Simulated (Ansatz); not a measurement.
A nudged elastic band was laid between two geometries of CH$_{6}$NOSi (10 atoms, charge 1, multiplicity 1).

Computed with RKS PBE0-D4/6-31G* in Ansatz 0.2.0.

```yaml
movable_images: 5
climbing_image: yes
spring: 5.0 eV/Å²
optimiser: quadratic models (default)
start_path: IDPP
force_threshold: 0.5 eV/Å
iteration_limit: 60
end_points: relaxed
```

Image 0:

```xyz
10
Properties=species:S:1:pos:R:3
N -0.516 1.793 1.384
C 0.272 1.242 0.549
Si -0.248 -0.002 -0.757
O 0.621 -1.556 -0.185
H -1.495 1.504 1.286
H 1.328 1.530 0.598
H 0.347 0.042 -2.105
H -1.676 -0.369 -0.692
H 0.845 -2.281 -0.800
H 0.524 -1.903 0.722
```

Image 6:

```xyz
10
Properties=species:S:1:pos:R:3
N 0.642 2.070 0.620
C -0.160 1.104 0.828
Si -0.703 -0.150 -0.464
O 0.585 -1.492 -0.224
H 0.978 2.135 -0.347
H -0.566 1.010 1.842
H -0.386 0.196 -1.861
H -1.962 -0.888 -0.246
H 0.637 -2.274 -0.807
H 0.937 -1.711 0.659
```

Question: What changes between the two ends?

Answer: No bond is made or broken. The dihedral H6–C2–Si3–O4 goes from 67 to -89°.

Question: Give the energies along the band, and the barrier.

Answer: The run converged. The highest image is number 3 of 0 to 6, 9.8 kJ/mol above the first end and 7.4 kJ/mol above the last; the last end lies 2.4 kJ/mol above the first. The threshold of 0.5 eV/Å is loose, so the images may lie well off the minimum-energy path. The order of the stationary point at the top wasn't checked. Limits of this set-up: the dipole of an ion depends on the origin.

```
image  path coordinate (Å)  energy (kJ/mol)  dihedral H6–C2–Si3–O4 (°)
    0                 0.00              0.0                         67
    1                 0.85              2.5                         42
    2                 1.70              7.6                         16
    3                 2.54              9.8                        -11
    4                 3.39              7.9                        -40
    5                 4.24              3.9                        -65
    6                 5.08              2.4                        -89
```

Question: What is the geometry of the highest image?

Answer: 
```xyz
10
Properties=species:S:1:pos:R:3
N -0.446 2.244 0.866
C 0.094 1.096 0.790
Si -0.458 -0.214 -0.436
O 0.892 -1.510 -0.359
H -1.204 2.418 0.195
H 0.922 0.886 1.475
H -0.343 0.131 -1.862
H -1.659 -0.994 -0.086
H 1.022 -2.162 -1.074
H 1.179 -1.895 0.491
```

Time of the run: 77 s on 1 thread of Arm Neoverse V2, on a shared host, peak memory 0.25 GiB.
